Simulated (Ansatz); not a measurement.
C3H9BO3 (SMILES COB(OC)OC), singlet, geometry from GFN2-xTB; PBE/STO-3G (Ansatz, a quantum-chemistry and plane-wave program).

The Ansatz input:
Ansatz 0.2 input:
```yaml
crystal:
  periodic: [false, false, false]
  atoms:
    - {symbol: B, position_ang: [-0.00227492, -0.00958623, 0.00215028]}
    - {symbol: O, position_ang: [0.84032955, 0.90906200, 0.55714382]}
    - {symbol: C, position_ang: [0.78727063, 2.26912165, 0.18676269]}
    - {symbol: H, position_ang: [-0.14876939, 2.72141152, 0.52248313]}
    - {symbol: H, position_ang: [1.63093697, 2.76393147, 0.66838089]}
    - {symbol: H, position_ang: [0.85704070, 2.38012666, -0.89715821]}
    - {symbol: O, position_ang: [0.07925083, -1.31832532, 0.38407448]}
    - {symbol: C, position_ang: [1.01318219, -1.73635226, 1.35509872]}
    - {symbol: H, position_ang: [0.76270884, -1.31788518, 2.33262732]}
    - {symbol: H, position_ang: [0.96568486, -2.82484417, 1.39499728]}
    - {symbol: H, position_ang: [2.02158757, -1.41486489, 1.08753294]}
    - {symbol: O, position_ang: [-0.91074400, 0.38583612, -0.93020591]}
    - {symbol: C, position_ang: [-1.80540290, -0.51232238, -1.55099325]}
    - {symbol: H, position_ang: [-1.69823125, -1.51781701, -1.14459220]}
    - {symbol: H, position_ang: [-2.82310458, -0.15245611, -1.38495399]}
    - {symbol: H, position_ang: [-1.59746993, -0.52493561, -2.62337675]}
basis:
  gaussian:
    orbitals: STO-3G
hamiltonian:
  xc: pbe
```

Write the output that Ansatz gives for this input, abridged.


```
Functional definition: PBE
635 factors; integrals over basis functions are off by at most 3.8e-5 eV
mean field evaluation 1: about -9933.6791 eV, gradient 1.8e1 eV
mean field evaluation 2: about -9933.1054 eV, gradient 2.4e1 eV
mean field evaluation 4: about -9934.6551 eV, gradient 5.5e-1 eV
mean field evaluation 8: about -9934.4769 eV, gradient 2.9e-2 eV
mean field -9934.47689939 eV, -365.0852922222 hartree, gradient 4.7e-5 eV, S^2 0.000000; 0 other end points of the search recorded, 0 dependent functions left out
reference -9934.47693046 eV, -365.0852933642 hartree; 28, 28 occupied and 16, 16 virtual orbitals, 635 factors
Total energy: -9934.47693046 eV, -365.0852933642 hartree
```
